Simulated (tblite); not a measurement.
H2Be, triplet, at a GFN2-xTB geometry (such geometries of metal compounds can be far from the true shape) (a higher spin typed on purpose: for a closed-shell molecule this is an excited state); GFN1-xTB (tblite 0.6.0).

Input for tblite:
```
$ tblite run mol.xyz --method gfn1 --charge 0 --spin 2 --grad --json tblite.json --no-restart

# file mol.xyz
3

Be    -0.05315013     0.26940729     0.24031424
H      0.48591557    -1.04044807     0.16569329
H     -0.27331505    -0.03718111    -1.12695024
```

Question: Predict the main parts of the log of this tblite run.

Answer: 
```
xTB calculator
 | screened Coulomb repulsion
 | Coulomb electrostatics
 |  * isotropic Klopman-Ohno-Mataga-Nishimoto electrostatics
 |  * onsite third-order electrostatics
 | DFT-D3(BJ) dispersion correction

halogen bonding energy    0.0000000000000E+00 Eh
repulsion energy          7.8611619751481E-03 Eh
dispersion energy        -2.1475399041700E-04 Eh
number of electrons       4.0000000000000E+00 e
integral cutoff           3.8372252746362E+01 bohr

------------------------------------------------------------
  cycle        total energy    energy error   density error
------------------------------------------------------------
      1     -1.683477465438  -1.6911239E+00   5.8650248E-01
      2     -1.683558144626  -8.0679187E-05   3.5122129E-01
      3     -1.683567584256  -9.4396298E-06   5.4390454E-03
      4     -1.683573246703  -5.6624470E-06   1.1784055E-04
      5     -1.683573248315  -1.6129424E-09   1.4064384E-06
------------------------------------------------------------

electronic energy        -1.6912196563002E+00 Eh
total energy             -1.6835732483155E+00 Eh

Post processing:
 | Mayer-Wiberg bond orders

[Info] Tight-binding results written to 'tblite.txt'
[Info] JSON dump of results written to 'tblite.json'
```
